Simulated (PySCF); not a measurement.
A TDDFT job, as run on `Cl[Si@H](Br)CC1CC1`.

Method: PySCF 2.14.0, density-fitted response routines, TDDFT PBE0/def2-SVPD, vertical, gas phase, core orbitals frozen in the response.

Input of the driver that calls PySCF (job settings, then Cartesian coordinates in Å):

```
{"job": {"kind": "uv", "xc": "PBE0", "basis": "def2-SVPD", "nstates": 8, "ntriplets": 3}, "charge": 0, "multiplicity": 1}
Cl     2.5094     2.1267    -0.7204
Si     2.1249     0.2853     0.0060
Br     3.8319    -1.0644    -0.4383
C      0.6004    -0.4719    -0.8352
C     -0.6471     0.3427    -0.5866
C     -1.3911     0.1805     0.7028
C     -1.9886    -0.3244    -0.5770
H      2.0551     0.3188     1.4565
H      0.4441    -1.4889    -0.4695
H      0.7701    -0.5539    -1.9140
H     -0.6036     1.3428    -1.0020
H     -1.0250    -0.5487     1.4104
H     -1.8267     1.0522     1.1668
H     -2.0263    -1.3922    -0.7321
H     -2.8319     0.2034    -0.9951
```

The driver printed:

```
coarse grid: 60560 points
cycle   1  E = -3479.7242583945  dE = -2.717e-01  |g| = 4.023e-01  |ddm| = 6.162e+00
cycle   2  E = -3479.7133091630  dE =  1.095e-02  |g| = 4.487e-01  |ddm| = 1.486e+00
cycle   3  E = -3479.7693413366  dE = -5.603e-02  |g| = 4.778e-02  |ddm| = 8.197e-01
cycle   4  E = -3479.7698318383  dE = -4.905e-04  |g| = 1.477e-02  |ddm| = 1.233e-01
cycle   5  E = -3479.7698817373  dE = -4.990e-05  |g| = 5.343e-03  |ddm| = 3.546e-02
cycle   6  E = -3479.7698888090  dE = -7.072e-06  |g| = 8.952e-04  |ddm| = 1.013e-02
final grid: 124560 points
cycle   7  E = -3479.7698101291  dE = -1.088e-07  |g| = 1.010e-03  |ddm| = 1.337e-02
cycle   8  E = -3479.7698100095  dE =  1.195e-07  |g| = 1.219e-03  |ddm| = 4.192e-03
cycle   9  E = -3479.7698103883  dE = -3.788e-07  |g| = 1.088e-04  |ddm| = 2.228e-03
cycle  10  E = -3479.7698103916  dE = -3.236e-09  |g| = 1.360e-05  |ddm| = 2.471e-04
cycle  11  E = -3479.7698103916  dE = -6.185e-11  |g| = 5.847e-06  |ddm| = 4.005e-05
converged SCF energy = -3479.7698103916

Static polarisability (au): isotropic 105.125, principal 88.861 101.608 124.907

Singlet excitations
state   eV       nm        f      main configurations
  1   6.6232    187.2   0.02606   H->L 0.89
  2   7.0183    176.7   0.01235   H->L+1 0.89
  3   7.0721    175.3   0.02130   H-1->L 0.71, H-2->L 0.15
  4   7.3238    169.3   0.02561   H-2->L 0.58, H-3->L 0.16, H-1->L 0.09
  5   7.4502    166.4   0.03557   H->L+2 0.89
  6   7.6461    162.2   0.01277   H-1->L+1 0.71
  7   7.7369    160.3   0.01895   H->L+3 0.41, H-2->L+1 0.33
  8   7.7476    160.0   0.01009   H-3->L 0.56, H-2->L+1 0.13

Triplet excitations (Tamm-Dancoff, eV): 6.3098 6.5769 6.7811
```

The SCF starts on a coarse grid; the energy jumps when the final grid takes over, and dE counts afresh there. The run used 236 basis functions and 11 SCF iterations for the ground state.

Task: What transition dipole does the oscillator strength of state 5, the strongest, imply?

Result: From f = (2/3)·ΔE·|μ|² in atomic units, ΔE = 0.2738 Eh and f = 0.0356 give |μ| = 0.44 au (1.12 D).

One conformer (not necessarily the lowest) at the GFN2-xTB geometry, without solvent, vibrations or thermal averaging. Relativistic effects, spin–orbit coupling among them, are left out although an element past zinc is present.
